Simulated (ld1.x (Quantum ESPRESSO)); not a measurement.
Values are calculated unless marked as measured or tabulated.
## Potentials for Tl (Z = 81) compared

Generated with ld1.x 7.5 (TM, RRKJ, ultrasoft, PAW), atompaw 4.2 or ONCVPSP 4.0.1. The cutoff is in Ry: for ld1.x and atompaw files where the sum of valence levels is converged to 10 mRy in a Bessel basis, for ONCV files where the hardest occupied wave has 1 mHa per electron of residual kinetic energy. The error is the largest all-electron minus pseudo excitation energy over each file’s own four to seven test configurations (ionisations up to +4, promotions, holes and added fractions of an electron), all of which were solved. The labels leave out finer settings (local radius, basis sizes, second energies), which also bear on the numbers. Spin-polarised tests are not counted. The rows are a selection from randomly drawn settings: files with unsolved tests, undetermined cutoffs or missed reference levels are left out.

A true bound ghost makes a file unfit for plane-wave use even where its test errors are small: the radial tests pick states by their node count and pass the ghost by.

```csv
potential,cutoff (Ry),largest error (meV),bound ghosts
"TM, LDA (PZ), scalar-relativistic, rc 2.15/2.80/1.55 (spd), local p, core correction yes, reference 5d10 6s2 6p0.5",50,-350,none
"TM, PBEsol, scalar-relativistic, rc 2.10/3.25/3.10 (spd), local smoothed, core correction yes, reference 6s1 6p0",10,-334,none
"RRKJ, PBEsol, fully relativistic, rc 1.80/2.05 (sp), local s, core correction yes, reference 6s2 6p1",25,-422,none
"TM, LDA (PZ), fully relativistic, rc 1.70/2.80 (sp), local s, core correction no, reference 6s2 6p1",30,+140,none
"TM, PBEsol, scalar-relativistic, rc 1.65/3.00/2.70 (spd), local d, core correction yes, reference 6s1.75 6p1.25",30,-352,"s, p"
"ultrasoft, PBEsol, scalar-relativistic, rc 1.25/2.00/1.25 (spd), local smoothed, core correction no, reference 5s2 5p6 5d10 6s1.5 6p1.5",70,-15,s
```

Problem. Fill in the row for Tl: TM, LDA (PZ), scalar-relativistic, rc 1.60/1.95 (sp), local p, core correction yes, reference 6s1 6p0.

Solution. cutoff 30 Ry, largest error -348 meV, bound ghosts: s.
